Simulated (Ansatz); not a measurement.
Gas-phase electronic energies from Ansatz, PBE0-D4/def2-TZVP geometries. CCSD(T)/CBS is the MP2 limit (def2-TZVPP, def2-QZVPP) plus CCSD(T) − MP2 in def2-TZVPP, frozen cores. This one scheme is used for every species. Functionals use def2-TZVPP. B3LYP here is the variant with VWN-RPA as its local correlation; programs differ in this. Each species was taken in one conformer, which may not be the lowest.

Consider the ligand exchange at the Si–O bond: `O[Si](F)(F)F` + CH₃NH₂ → `CN[Si](F)(F)F` + H₂O.

```
             level  ΔE (kcal/mol)  difference from CCSD(T)/CBS
            PBE-D4            7.8                         -0.6
           BLYP-D4            8.0                         -0.4
           PBE0-D4            8.0                         -0.4
          B3LYP-D4            8.3                         -0.1
          BHLYP-D4            8.9                          0.5
          PBE-QIDH            9.0                          0.6
            revPBE            9.3                          0.9
            r2SCAN            9.7                          1.3
              PBE0            9.0                          0.6
         CAM-B3LYP            9.8                          1.4
       HF/def2-SVP            8.5                          0.1
   CCSD/def2-TZVPP            9.4                          1.0
     HF/def2-QZVPP           11.7                          3.3
    MP2/def2-QZVPP            8.5                          0.1
SCS-MP2/def2-QZVPP            9.1                          0.7
    CCSD/CBS(def2)            8.7                          0.3
       CCSD(T)/CBS            8.4                            0
```

Largest T1 diagnostic among the species: 0.011.

In def2-TZVPP, CCSD(T) changes the Hartree–Fock value by −2.5 kcal/mol (the triples alone add −0.3 kcal/mol) and MP2 by −2.7 kcal/mol. The D4 term adds −1.7 kcal/mol with B3LYP and −0.9 kcal/mol with PBE0; it sums over pairs of atoms, weighted by their polarisabilities, and B3LYP, whose exchange is more repulsive, gets the larger term. Leaving LDA and LC-ωPBE aside and taking each functional with its dispersion term where it has one, the values, not all of them listed here, spread over 3.1 kcal/mol, from revPBE-D4 to B97M-V. LDA lies −1.1 kcal/mol from PBE without D4.
